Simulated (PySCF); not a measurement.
Some computed properties have been withheld. Give your best values.

Compound: C4H14N2Si.
Structure used (GFN2-xTB), in Å, numbered top down from 1:
```
atom  x, y, z in Å
C1     1.7128    1.0083    1.8107
N2     1.0701    0.3977    0.6788
C3     2.0236   -0.0655   -0.2989
Si4   -0.4784   -0.3343    0.8352
N5    -1.1170   -0.4298   -0.7588
C6    -2.1871   -1.3384   -1.0698
C7    -1.1046    0.7115   -1.6400
H8     2.3649    0.3011    2.3401
H9     0.9633    1.3701    2.5086
H10    2.3268    1.8525    1.4815
H11    2.6148    0.7771   -0.6724
H12    1.4983   -0.5264   -1.1298
H13    2.7165   -0.8006    0.1298
H14   -0.5071   -1.7240    1.3176
H15   -1.1939    0.5360    1.7819
H16   -2.0931   -1.6860   -2.1034
H17   -3.1708   -0.8630   -0.9605
H18   -2.1469   -2.1970   -0.4059
H19   -2.0474    1.2709   -1.5888
H20   -0.9631    0.3822   -2.6746
H21   -0.2905    1.3746   -1.3639
```

| property | level | value |
| --- | --- | --- |
| point group of the GFN2-xTB geometry | GFN2-xTB | ? |
| rotational constants A, B, C of the GFN2-xTB geometry | GFN2-xTB | 3.875, 1.297, 1.158 GHz |
| dipole moment | PBE0/pcSseg-1 | ? |
| HOMO energy | PBE0/pcSseg-1 | -6.21 eV |
| LUMO energy | PBE0/pcSseg-1 | ? |
| 13C chemical shifts (computed TMS as zero) by class | GIAO PBE0/pcSseg-1 | ? |
| 1H chemical shifts (computed TMS as zero) by class | GIAO PBE0/pcSseg-1 | ? |
| isotropic shieldings of nuclei other than C and H, by class | GIAO PBE0/pcSseg-1 | ? |

Gas-phase values; electronic properties from PySCF, density fitting. The structure is a single GFN2-xTB conformer in the gas phase; no vibrational or solvent corrections. NMR classes are plain means over equivalent atoms (diastereotopic ones count apart unless rotation or inversion swaps them), as if these changed places fast; in this geometry the members of some classes differ.

(1) The dipole moment?

(2) What are the isotropic shieldings of nuclei other than C and H, by class?

(3) What is the point group of the GFN2-xTB geometry?

(4) What are the 13C chemical shifts (computed TMS as zero) by class?

(5) Give the 1H chemical shifts (computed TMS as zero) by class.

(6) The LUMO energy?

## Answers

(1) 0.52 D.

(2) 245 (N2/N5), 374 (Si4) ppm.

(3) C2.

(4) 39.1 (C1/C3/C6/C7) ppm.

(5) 4.69 (H14/H15), 2.59 (H8/H9/H10/H11/H12/H13/H16/H17/H18/H19/H20/H21) ppm.

(6) 1.20 eV.

A dipole of 0.52 D is allowed in C2, and pure rotational transitions are dipole-allowed. The rotational constants make it an asymmetric top with κ = (2B − A − C)/(A − C) = -0.90, nearer the prolate limit (−1). With B = h/(8π²I), that is 505.379 GHz u Å² over I, the principal moments of inertia are 130.4, 389.8 and 436.5 u Å² (most abundant isotopes); the inertial defect Ic − Ia − Ib is -83.7 u Å² (zero for a rigid planar frame, negative otherwise).
